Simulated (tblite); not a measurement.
Species: C₆H₁₄O₂Si.
Bonds: C1–C2, C2–C3, C3–C4, C4–C5, C3–C6, C6–O7, O7–Si8, Si8–O9, C3–O9. Hydrogens: H10, H11, H12 on C1; H13, H14 on C2; H15, H16 on C4; H17, H18, H19 on C5; H20, H21 on C6; H22, H23 on Si8.

Computed with GFN2-xTB (tblite), gas phase: L-BFGS steps from a force-field or distance-geometry start until the largest atomic force falls under 0.01 eV/Å.

Step 6: E = -815.4162 eV
```
atom  x, y, z in Å  |  force x, y, z in eV/Å
C1     -1.9848    1.2498    0.6293   -0.143   0.047  -0.022
C2     -0.6312    0.7547    1.1162    0.058  -0.056   0.090
C3      0.2565    0.1486    0.0226    0.113  -0.036   0.139
C4     -0.3726   -1.0666   -0.6759   -0.020  -0.035   0.050
C5     -0.7273   -2.2227    0.2550   -0.002  -0.018  -0.010
C6      0.6733    1.2054   -1.0188    0.191   0.024  -0.123
O7      1.9399    0.8498   -1.5075   -0.052   0.006  -0.017
Si8     2.7757    0.0632   -0.3328   -0.193  -0.027   0.010
O9      1.4821   -0.2471    0.6208    0.029  -0.054   0.125
H10    -2.5227    1.7110    1.4563    0.027  -0.017  -0.018
H11    -1.8758    1.9931   -0.1567    0.038  -0.003  -0.009
H12    -2.5975    0.4361    0.2473    0.049   0.003   0.022
H13    -0.7772    0.0023    1.8961    0.064   0.060  -0.052
H14    -0.0815    1.5884    1.5646   -0.006  -0.079  -0.015
H15     0.3438   -1.4234   -1.4177    0.058   0.049  -0.017
H16    -1.2659   -0.7392   -1.2023   -0.103   0.052  -0.083
H17    -1.5108   -1.9419    0.9551    0.025   0.015  -0.008
H18    -1.0908   -3.0675   -0.3302    0.047   0.054   0.013
H19     0.1463   -2.5439    0.8169    0.008   0.060   0.001
H20    -0.0164    1.2755   -1.8556   -0.084  -0.039  -0.110
H21     0.7631    2.1838   -0.5346   -0.125   0.025  -0.001
H22     3.3671   -1.1427   -0.8672   -0.011  -0.093  -0.116
H23     3.7020    0.9602    0.3293    0.032   0.064   0.150
```

Step 7: E = -815.4216 eV
```
atom  x, y, z in Å  |  force x, y, z in eV/Å
C1     -1.9848    1.2499    0.6292   -0.074   0.029  -0.015
C2     -0.6301    0.7542    1.1162    0.020  -0.023   0.051
C3      0.2556    0.1481    0.0243    0.097  -0.013   0.095
C4     -0.3732   -1.0643   -0.6746   -0.017  -0.024   0.027
C5     -0.7264   -2.2208    0.2555   -0.002  -0.014  -0.006
C6      0.6726    1.2032   -1.0213    0.122   0.016  -0.085
O7      1.9380    0.8502   -1.5092   -0.003  -0.037   0.053
Si8     2.7678    0.0616   -0.3309   -0.046  -0.037   0.012
O9      1.4782   -0.2493    0.6275    0.054  -0.015   0.029
H10    -2.5210    1.7107    1.4566    0.008  -0.008  -0.011
H11    -1.8730    1.9920   -0.1574    0.026   0.002  -0.005
H12    -2.5947    0.4349    0.2470    0.028   0.001   0.022
H13    -0.7730   -0.0017    1.8912    0.045   0.063   0.002
H14    -0.0779    1.5875    1.5610   -0.016  -0.070   0.019
H15     0.3500   -1.4140   -1.4136    0.014   0.013  -0.033
H16    -1.2665   -0.7328   -1.2011   -0.066   0.014  -0.076
H17    -1.5106   -1.9407    0.9557    0.033   0.009  -0.016
H18    -1.0886   -3.0647   -0.3307    0.043   0.033   0.014
H19     0.1485   -2.5396    0.8173   -0.008   0.056  -0.006
H20    -0.0139    1.2672   -1.8632   -0.081  -0.010  -0.041
H21     0.7570    2.1790   -0.5302   -0.119   0.041  -0.061
H22     3.3638   -1.1421   -0.8737   -0.043  -0.044  -0.085
H23     3.6975    0.9584    0.3344   -0.016   0.020   0.117
```

Question: Estimate the geometry and energy of step 8. (The exact step hangs on the optimiser's Hessian estimate; all steps are aligned on step 7, rigid shifts and turns removed.)

Answer: E = -815.4242 eV, largest force 0.141 eV/Å
```
atom  x, y, z in Å  |  force x, y, z in eV/Å
C1     -1.9856    1.2503    0.6290    0.003   0.006  -0.004
C2     -0.6296    0.7539    1.1167   -0.005   0.003   0.003
C3      0.2570    0.1476    0.0265    0.041   0.004   0.021
C4     -0.3739   -1.0635   -0.6740   -0.007   0.008  -0.005
C5     -0.7260   -2.2201    0.2557    0.005   0.008  -0.007
C6      0.6739    1.2026   -1.0238    0.020  -0.005  -0.026
O7      1.9375    0.8498   -1.5096    0.035  -0.047   0.066
Si8     2.7641    0.0602   -0.3298    0.064  -0.036   0.020
O9      1.4776   -0.2509    0.6316    0.047   0.005  -0.019
H10    -2.5203    1.7106    1.4567   -0.007   0.003  -0.003
H11    -1.8714    1.9916   -0.1579    0.017   0.003  -0.004
H12    -2.5932    0.4343    0.2473    0.009  -0.005   0.015
H13    -0.7704   -0.0023    1.8895    0.025   0.038   0.042
H14    -0.0766    1.5859    1.5600   -0.009  -0.038   0.042
H15     0.3528   -1.4098   -1.4124   -0.018   0.002  -0.026
H16    -1.2679   -0.7300   -1.2019   -0.013  -0.010  -0.044
H17    -1.5100   -1.9400    0.9557    0.025   0.007  -0.012
H18    -1.0870   -3.0630   -0.3308    0.033   0.005   0.004
H19     0.1494   -2.5368    0.8175   -0.004   0.048  -0.003
H20    -0.0143    1.2635   -1.8670   -0.048  -0.009   0.010
H21     0.7522    2.1780   -0.5296   -0.099   0.039  -0.093
H22     3.3616   -1.1428   -0.8781   -0.061  -0.009  -0.063
H23     3.6953    0.9580    0.3388   -0.053  -0.019   0.086
```

The energy changes by -0.0026 eV. The first-order estimate −F·Δx gives -0.0037 eV and the mean of the old and new forces, exact on a quadratic surface, -0.0026 eV. The step makes an angle of 51° with the force vector and moves no atom by more than 0.005 Å.

What follows is the cost of the whole relaxation. On an Intel Xeon at 2.50 GHz with one thread, on a shared host, this took 1.1 s.
